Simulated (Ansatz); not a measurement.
CH6OS2Si, SMILES `OCS[SiH2]S`, relaxed with RKS PBE0-D4/def2-TZVP in Ansatz from a PBE-D4/def2-SVP geometry. The force threshold is 0.005 eV/Å; the program also tests the step.

The species carries charge 0 and has multiplicity 1.

Start:

```xyz
11

O     1.879    0.418    0.873
C     1.487    0.455   -0.443
S    -0.016    1.578   -0.783
Si   -1.535    0.161   -0.296
S    -1.078   -0.819    1.622
H     1.166   -0.046    1.373
H     1.237   -0.540   -0.884
H     2.293    0.915   -1.049
H    -2.831    0.908   -0.198
H    -1.653   -0.976   -1.276
H    -0.950   -2.054    1.061
```

(1) By how much does the energy fall, and how many steps does the optimiser take? (Estimate.)

(2) Which bonds change most? (Best estimate.)

(3) Give the relaxed structure. (Best estimate.)

## Answers

(1) Computed: 7.19 kJ/mol, in 13 steps.

(2) Ansatz gave: C2–S3 from 1.907 to 1.851 Å; Si4–S5 from 2.201 to 2.160 Å; S3–Si4 from 2.134 to 2.110 Å; C2–H7 from 1.116 to 1.096 Å.

(3) Computed: 
```xyz
11

O     1.938    0.378    0.809
C     1.475    0.504   -0.485
S    -0.021    1.580   -0.659
Si   -1.494    0.122   -0.267
S    -1.121   -0.797    1.652
H     1.277   -0.112    1.318
H     1.247   -0.458   -0.957
H     2.246    1.007   -1.069
H    -2.800    0.821   -0.285
H    -1.477   -0.993   -1.249
H    -1.270   -2.050    1.192
```
